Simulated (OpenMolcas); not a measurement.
An OpenMolcas run meant for Cu⁵⁺ (ANO-R1, X2C; inactive shells 1s 2s 2p 3s 3p; intended active space 6 electrons in 5 orbitals (3d)). One step of its input:

```
&CASPT2
Multistate=5 1 2 3 4 5
Frozen=2 3
IPEA=0.25
Imaginary=5.0
MaxIter=60
WThr=0.0 0.3 0.05
PrWF=0.5
NoMix
```

The run finished. Its levels beside those of a sound run (SS-CASPT2, IPEA 0.25 Eh, imaginary shift 0.1 Eh (closed shells correlated: 3s 3p)), in cm-1 above each run's lowest level:

```tsv
Level	This run	Usual run
3d6 5D4	0.0	0.0
3d6 5D3	1236	1238
3d6 5D2	2051	2050
3d6 5D1	2557	2554
3d6 5D0	2800	2795
3d6 3P2	31185	30166
3d6 3H6	32230	32289
3d6 3H5	32757	32806
3d6 3H4	33019	32995
3d6 3P1	34634	33617
3d6 3F4	34774	34324
3d6 3F3	35337	34806
3d6 3P0	36364	35348
3d6 3F2	35945	35396
```

Task: Which setting is unsound, and how much does it matter here?

Result: The level shift is far above the usual 0.1 to 0.3 hartree and damps the second-order energy. Against the sound run the excited levels shown move by 360 cm-1 on average and by 1000 cm-1 at most.

CASPT2 does not keep the components of a term degenerate, so their means are used; among the terms shown or strongly mixed into the levels shown the widest spread is 82 cm-1 (3d6 3F, the sound run). Some high roots are left out of the spin-orbit mixing, which shifts the levels that they would mix with. The basis is small and was not contracted for so high a charge. Only configurations of the active space appear.
